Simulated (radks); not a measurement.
Question: The mean radii <r> (bohr) of the occupied orbitals of an atom or ion are listed with their occupations. Calculated with a radial shooting solver on a logarithmic mesh with Libxc functionals: scalar-relativistic Kohn-Sham, LDA (Slater exchange, Perdew-Wang correlation), spin-polarised, spherical densities, point nucleus.

| orbital | occ. | <r> |
|---|---|---|
| 1s down | 1 | 0.02845 |
| 1s up | 1 | 0.02845 |
| 2s down | 1 | 0.1227 |
| 2s up | 1 | 0.1227 |
| 2p down | 3 | 0.1072 |
| 2p up | 3 | 0.1072 |
| 3s up | 1 | 0.3311 |
| 3s down | 1 | 0.3311 |
| 3p up | 3 | 0.3291 |
| 3p down | 3 | 0.3291 |
| 3d up | 5 | 0.3056 |
| 3d down | 5 | 0.3056 |
| 4s up | 1 | 0.7904 |
| 4s down | 1 | 0.7903 |
| 4p up | 3 | 0.8516 |
| 4p down | 3 | 0.8515 |
| 4d up | 5 | 1.022 |
| 4d down | 5 | 1.022 |
| 5s up | 1 | 2.027 |
| 5s down | 1 | 2.024 |
| 5f up | 1 | 8.434 |

Name the element and its charge. Open shells, if any, are filled with parallel spins first.

Answer: Z = 51, antimony, charge +2: Sb2+ in [Kr] 4d10 5s2 5f1. The 1s radius gives Z: for a bare nucleus <r> = (2 gamma + 1)/(2Z) with gamma = sqrt(1 - (Z/c)^2), 0.028 bohr for Z = 51, and screening makes it slightly larger (0.02845 here). The occupations add up to 49, and the charge is Z minus that.
